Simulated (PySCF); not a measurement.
SMILES C[CH](C)[Cd][SiH3], GFN2-xTB optimised geometry.

```
15

Cd    -0.40    -1.15     0.00
C     -1.85     0.58     0.00
C     -1.53     1.33    -1.29
C     -1.39     1.41     1.20
H     -2.94     0.45     0.06
H     -1.95     2.34    -1.29
H     -0.44     1.43    -1.42
H     -1.93     0.80    -2.16
H     -1.70     0.94     2.14
H     -1.82     2.42     1.18
H     -0.29     1.52     1.20
Si     2.20    -1.15     0.00
H      2.94    -2.42    -0.18
H      2.77    -0.59     1.25
H      2.75    -0.27    -1.06
```

Density from PBE0/def2-TZVP, def2 effective core potentials past Kr in PySCF at that geometry. The core electrons that the potentials of Cd replace are not part of the density.

Minimum of the electron density along straight lines between bonded atoms, close to the bond critical point (lines longer than 1.1 times the sum of covalent radii, or with two minima, are not listed):

```
bond      length / Å  ρ at the minimum / e bohr⁻³  ∇²ρ there / e bohr⁻⁵  position (fraction from the first atom)
--------  ----------  ---------------------------  --------------------  ---------------------------------------
Cd1–C2         2.259                            ?                     ?                                     0.52
C2–C3          1.531                        0.242                 -0.58                                     0.50
C2–C4          1.531                        0.242                 -0.58                                     0.50
C2–H5          1.095                        0.276                 -0.94                                     0.64
C3–H6          1.096                        0.273                 -0.92                                     0.64
C3–H7          1.102                        0.270                 -0.90                                     0.64
C3–H8          1.094                        0.276                 -0.94                                     0.64
C4–H9          1.095                        0.275                 -0.93                                     0.64
C4–H10         1.096                        0.273                 -0.92                                     0.64
C4–H11         1.102                        0.270                 -0.90                                     0.64
Cd1–Si12       2.598                            ?                  0.01                                     0.50
Si12–H13       1.478                        0.119                  0.19                                     0.49
Si12–H14       1.486                        0.117                  0.18                                     0.49
Si12–H15       1.486                        0.117                  0.18                                     0.49
```

Task: Fill in the missing entries.

Result: 
- Cd1–C2, ρ at the minimum / e bohr⁻³: 0.079
- Cd1–C2, ∇²ρ there / e bohr⁻⁵: 0.14
- Cd1–Si12, ρ at the minimum / e bohr⁻³: 0.061
